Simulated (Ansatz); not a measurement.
`F[SiH](F)[SiH](Cl)Cl` + HCl → `Cl[SiH](Cl)Cl` + `F[SiH2]F`  (cleavage of the Si–Si bond)

Isolated molecules relaxed with PBE0-D4/def2-TZVP in Ansatz; ΔE leaves out vibrations. CCSD(T)/CBS is the MP2 limit (def2-TZVPP, def2-QZVPP) plus CCSD(T) − MP2 in def2-TZVPP, frozen cores. This one scheme is used for every species. DFT in def2-TZVPP. HSE06 is defined as in plane-wave codes. Each species was taken in one conformer, which may not be the lowest.

`F[SiH](F)[SiH](Cl)Cl`:

Cartesian coordinates in Å:
```
F 1.045 1.085 1.744
Si 0.307 -0.189 1.147
F -0.987 -0.448 2.034
Si -0.353 0.268 -1.058
Cl -1.311 -1.397 -1.767
Cl 1.347 0.609 -2.147
H 1.206 -1.356 1.276
H -1.254 1.429 -1.229
```

HCl:

```xyz
2

Cl    0.196    0.238   -0.560
H    -0.196   -0.238    0.560
```

`Cl[SiH](Cl)Cl`:

```xyz
5

Cl    1.475   -0.554   -1.224
Si   -0.045    0.092   -0.044
Cl   -1.460   -1.356    0.090
Cl    0.668    0.516    1.808
H    -0.638    1.302   -0.630
```

`F[SiH2]F`:

Cartesian coordinates in Å:
```
F -1.093 -0.822 0.738
Si 0.043 0.023 0.024
F -0.293 0.085 -1.524
H 0.016 1.394 0.564
H 1.327 -0.680 0.197
```

Problem. Is it downhill or uphill in electronic energy at CCSD(T)/CBS, and by how much? (An estimate is asked.)

Solution. Ansatz gave: Downhill: ΔE = -116.3 kJ/mol.

Problem. What do these levels give: PBE0-D4, r2SCANh-D4, ωB97M-V, B2PLYP, PBE, HSE06, CAM-B3LYP, LC-ωPBE, SCS-MP2/def2-TZVPP, HF/def2-QZVPP, MP2/def2-QZVPP, MP2/CBS(def2)? (An estimate is asked.)

Solution. The calculation gave: PBE0-D4 -104.3, r2SCANh-D4 -114.4, ωB97M-V -119.9, B2PLYP -118.8, PBE -100.6, HSE06 -107.5, CAM-B3LYP -116.5, LC-ωPBE -110.9, SCS-MP2/def2-TZVPP -124.9, HF/def2-QZVPP -129.5, MP2/def2-QZVPP -127.8, MP2/CBS(def2) -128.2 kJ/mol.

Largest T1 diagnostic among the species: 0.012.

From PBE to PBE0 (25 % exact exchange), in def2-TZVPP and without D4, ΔE moves by −6.8 kJ/mol. The D4 term adds +4.9 kJ/mol with B3LYP and +3.2 kJ/mol with PBE0; it sums over pairs of atoms, weighted by their polarisabilities, and B3LYP, whose exchange is more repulsive, gets the larger term. Leaving LDA and LC-ωPBE aside and taking each functional with its dispersion term where it has one, the values, not all of them listed here, spread over 22.6 kJ/mol, from ωB97M-V to revPBE-D4.

B3LYP here is the variant with VWN-RPA as its local correlation; programs differ in this.
